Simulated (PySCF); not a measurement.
Compound: C6H9FO2.
Atom-mapped SMILES: `[CH3:1][C@@H:2]1[O:3][C@H:4]([F:5])[C:6]12[CH2:7][O:8][CH2:9]2` (hydrogens: H10, H11, H12 on C1; H13 on C2; H14 on C4; H15, H16 on C7; H17, H18 on C9)

Level: PBE0/pcSseg-1 and wB97X-D/def2-SVPD in PySCF, non-relativistic, on one gas-phase PBE0-D3(BJ)/def2-SVP geometry that isn't relaxed in the solvent. The solvent is an IEF-PCM continuum (Bondi radii, 1.10 Å for H, scaled by 1.2). The model holds no explicit solvent molecules, cavitation or dispersion.

Gas phase at PBE0/pcSseg-1: HOMO -7.50 eV, LUMO 1.20 eV, dipole 1.83 D.

**Question.** What does the continuum do to the energy, the frontier levels and the dipole at PBE0/pcSseg-1 in chloroform and dichloromethane?

**Answer.** 
| solvent | ε | E(solvent) − E(gas) (kcal/mol) | polarisation term (kcal/mol) | distortion of the solute (kcal/mol) | HOMO (eV) | LUMO (eV) | dipole (D) |
| --- | --- | --- | --- | --- | --- | --- | --- |
| chloroform | 4.711 | -5.20 | -5.72 | 0.52 | -7.40 | 1.52 | 2.19 |
| dichloromethane | 8.93 | -6.24 | -7.00 | 0.76 | -7.39 | 1.58 | 2.27 |

Polarisation term: ½ Σ q·V over the induced surface charges. Distortion: the rise of the solute's own energy as its density leaves the gas-phase optimum. From chloroform to dichloromethane the lowering changes by a factor 1.20, Onsager's factor (ε − 1)/(2ε + 1) by 1.18 and ε itself by 1.9.

**Question.** Which radius a makes the point-dipole formula ΔE = −[(ε − 1)/(2ε + 1)]·μ²/a³ give the value in dichloromethane, with the gas-phase dipole?

**Answer.** μ = 0.721 au and |ΔE| = 0.00994 Eh give a = 1.48 Å; the farthest nucleus lies 3.04 Å from the centroid of the nuclei, so such a sphere wouldn't even hold the nuclei. The formula assumes a rigid point dipole at the centre of a sphere.

**Question.** Which Mulliken charges (PBE0/pcSseg-1) respond most in chloroform (means over atoms taken as equivalent)?

**Answer.** 
| atoms | environment | gas (e) | solvent (e) | change |
| --- | --- | --- | --- | --- |
| O8 | cyclic ether oxygen | -0.500 | -0.530 | -0.030 |
| O3 | cyclic ether oxygen | -0.470 | -0.495 | -0.025 |
| H14 | methine hydrogen | +0.088 | +0.105 | +0.017 |
| H13 | methine hydrogen | +0.110 | +0.123 | +0.013 |
| F5 | alkyl fluorine | -0.312 | -0.324 | -0.012 |
| H18 | methylene hydrogen | +0.112 | +0.124 | +0.012 |
| H15 | methylene hydrogen | +0.105 | +0.118 | +0.013 |
| H16 | methylene hydrogen | +0.107 | +0.119 | +0.012 |

**Question.** Which Mayer bond orders change most in chloroform?

**Answer.** 
| bond | length (Å) | gas | solvent | change |
| --- | --- | --- | --- | --- |
| C2–O3 | 1.443 | 0.883 | 0.867 | -0.016 |
| C4–F5 | 1.364 | 0.931 | 0.918 | -0.013 |
| C7–O8 | 1.422 | 0.938 | 0.925 | -0.013 |
| O8–C9 | 1.426 | 0.929 | 0.921 | -0.008 |
| C1–C2 | 1.505 | 1.050 | 1.055 | +0.005 |
| C4–C6 | 1.525 | 0.941 | 0.945 | +0.004 |
| C6–C2 | 1.536 | 0.927 | 0.930 | +0.003 |
| O3–C4 | 1.390 | 1.020 | 1.018 | -0.002 |

Gas phase at wB97X-D/def2-SVPD: HOMO -9.57 eV, LUMO 2.16 eV, dipole 1.90 D.

**Question.** What does the continuum do to the energy, the frontier levels and the dipole at wB97X-D/def2-SVPD in chloroform?

**Answer.** 
```tsv
solvent	ε	E(solvent) − E(gas) (kcal/mol)	polarisation term (kcal/mol)	distortion of the solute (kcal/mol)	HOMO (eV)	LUMO (eV)	dipole (D)
chloroform	4.711	-5.29	-5.93	0.64	-9.47	2.37	2.31
```

**Question.** How does the static polarisability (wB97X-D/def2-SVPD, frozen core, with the continuum's full static response) change?

**Answer.** 
```
    medium  isotropic (au)  principal values (au)  ⟨r²⟩ of the electrons (bohr²)
       gas            73.7       71.2, 71.8, 78.0                         1083.6
chloroform            89.7       87.6, 88.2, 93.3                         1084.0
```

The isotropic value in chloroform is 1.22 times the gas-phase one; no cavity-field correction is applied. ⟨r²⟩ is taken about the centre of nuclear charge.

The pairwise dispersion term of wB97X-D wasn't added to the energies; at a given geometry it leaves orbitals and properties as they are.
